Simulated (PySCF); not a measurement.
EPR parameters of C6H9Si2

C6H9Si2 (doublet state).
Atom-mapped SMILES: `[SiH2:1][c:2]1[cH:3][cH:4][c:5]([SiH3:6])[cH:7][cH:8]1` (hydrogens: H9, H10 on Si1; H11 on C3; H12 on C4; H13, H14, H15 on Si6; H16 on C7; H17 on C8)

Method used: PySCF 2.14.0, UKS B3LYP, pcH-1 on C H Si, non-relativistic, mean-field spin-orbit, GIAO. Geometry: GFN2-xTB; no solvent, vibrations or thermal averaging. A GFN2-xTB geometry isn't a minimum of the functional, and hyperfine couplings can be far from their values at a DFT geometry, by a factor of two or more for some ions and for spin on atoms past the first row. The SCF solution wasn't tested for stability.

```json
{
 "g1, g2, g3": "2.00218, 2.00379, 2.00489",
 "g_iso": "2.00362",
 "Form of g": "rhombic: the two nearest values differ by 41 % of g3 − g1",
 "⟨S²⟩": "0.7617 (exact 0.7500)",
 "α and β electrons": "37, 36",
 "HOMO–LUMO gap, α and β orbitals": "3.97, 4.80 eV",
 "Total energy": "-813.01857 Eh",
 "Basis functions": "310"
}
```

Isotropic coupling and dipolar principal values T1 to T3, in G; ρ(0) is the spin density at the nucleus (MHz turned into gauss with g_iso; 10 G = 1 mT):

```tsv
atom	isotope	a_iso	of which spin–orbit	T1	T2	T3	Mulliken spin population	ρ(0) (bohr⁻³)
Si1	29Si	-47.5	0.4	-63.0	31.4	31.6	0.97	0.1512
C2	13C	-9.5	0.0	-3.6	1.5	2.1	-0.11	-0.0238
C3	13C	4.4	0.0	-3.5	-3.3	6.7	0.12	0.0110
C4	13C	-4.0	0.0	-2.9	1.3	1.6	-0.07	-0.0099
C5	13C	4.6	0.0	-4.0	-3.6	7.5	0.14	0.0115
Si6	29Si	2.7	0.0	-0.1	0.0	0.2	-0.01	-0.0085
C7	13C	-4.0	0.0	-2.9	1.3	1.6	-0.07	-0.0099
C8	13C	4.4	0.0	-3.5	-3.3	6.7	0.12	0.0110
H9	1H	-17.3	0.0	-4.3	1.7	2.6	-0.05	-0.0109
H10	1H	-17.3	0.0	-4.3	1.7	2.6	-0.05	-0.0109
H11	1H	-2.8	0.0	-0.6	-0.6	1.2	-0.01	-0.0018
H12	1H	1.1	0.0	-0.5	-0.2	0.7	0.00	0.0007
H13	1H	1.0	0.0	-0.2	-0.2	0.4	0.00	0.0006
H14	1H	4.4	0.0	-0.2	-0.1	0.3	0.01	0.0027
H15	1H	1.0	0.0	-0.2	-0.2	0.4	0.00	0.0006
H16	1H	1.1	0.0	-0.5	-0.2	0.7	0.00	0.0007
H17	1H	-2.8	0.0	-0.6	-0.6	1.2	-0.01	-0.0018
```

Largest spin populations (Mulliken): Si1 (+0.97), C5 (+0.14), C8 (+0.12) and C3 (+0.12). The positive populations add up to 1.36 and the negative ones to -0.36, together 2S = 1. The angles at Si1 add up to 360.0°, so it is planar; its axial dipolar tensor and the negative couplings of its protons fit spin in a p orbital normal to that plane.

Axes: g3 points within 1° of the Si1–C2 bond.

Under fast tumbling the dipolar parts average out, and these isotropic splittings remain: 2 × 1H (H9/H10, I = 1/2, 3 lines) with 1.73 mT, 2 × 1H (H11/H17, I = 1/2, 3 lines) with 0.28 mT, 3 × 1H (H13/H14/H15, I = 1/2, 4 lines) with 0.21 mT and 2 × 1H (H12/H16, I = 1/2, 3 lines) with 0.11 mT.

Nuclei that the bonding pattern makes equivalent are averaged, as if the motion that swaps them (rotation, inversion, ring flip) were fast. The three 1H nuclei of mean +5.9 MHz run from 2.7 to 12.3 MHz in the frozen geometry.

The 29Si coupling of Si1 (-133.2 MHz) shows only in satellite lines or after enrichment, since that isotope makes up about 4.7 % of natural silicon.

The 13C coupling of C2 (-26.7 MHz) shows only in satellite lines or after enrichment, since that isotope makes up about 1.07 % of natural carbon.

Examples of negative spin density at the nucleus (bohr⁻³): C2 (-0.0238), H9/H10 (-0.0109) and C4/C7 (-0.0099).

On one thread, Arm Neoverse N1 (shared host), this took 2.9 min of wall time.
